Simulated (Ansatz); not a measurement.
MnF, multiplicity 7 (the spin of the measured ground state), most abundant isotopes (54.9380 and 18.9984 u). Constants from fifth-degree fits in 1/R to seven points on the lowest solution found; no spin–orbit coupling, no relativity up to Kr; ω_e x_e and α_e move by some per cent with the fit.

Correlated levels freeze the inner cores; with def2 sets outer-core shells near the valence are correlated too. CBS(a, b) extrapolates the correlation energy as X⁻³ and adds the Hartree–Fock energy of set b.

Programs: Ansatz (a first-principles code) with Gaussian orbitals. 

```tsv
level	r_e (Å)	ω_e (cm⁻¹)	ω_e x_e (cm⁻¹)	α_e (cm⁻¹)
PBE/def2-TZVPP	1.8298	608.3	3.33	0.00282
CCSD(T)/CBS(def2-TZVPP, def2-QZVPP)	1.8242	647.1	3.99	0.00294
```

D_e from total energies of the atoms and the molecule: 5.24 eV at PBE/def2-TZVPP.

**Question.** Derive the rotational constants, the centrifugal constant, the fundamental, the zero-point energy and the force constant, and test the Morse rule for the well depth.

**Answer.** 
μ = 14.11665 u.
- PBE/def2-TZVPP: B_e = 16.8576/(μ r_e²) = 0.35667 cm⁻¹; B₀ = B_e − α_e/2 = 0.35526 cm⁻¹; D = 4B_e³/ω_e² = 4.90e-07 cm⁻¹; fundamental ω_e − 2ω_e x_e = 602 cm⁻¹; zero-point energy ω_e/2 − ω_e x_e/4 = 303 cm⁻¹; k = μ(2πcω_e)² = 308 N/m; a Morse well would hold ω_e²/(4ω_e x_e) = 3.45 eV against the computed D_e of 5.24 eV
- CCSD(T)/CBS(def2-TZVPP, def2-QZVPP): B_e = 16.8576/(μ r_e²) = 0.35887 cm⁻¹; B₀ = B_e − α_e/2 = 0.35740 cm⁻¹; D = 4B_e³/ω_e² = 4.41e-07 cm⁻¹; fundamental ω_e − 2ω_e x_e = 639 cm⁻¹; zero-point energy ω_e/2 − ω_e x_e/4 = 323 cm⁻¹; k = μ(2πcω_e)² = 348 N/m
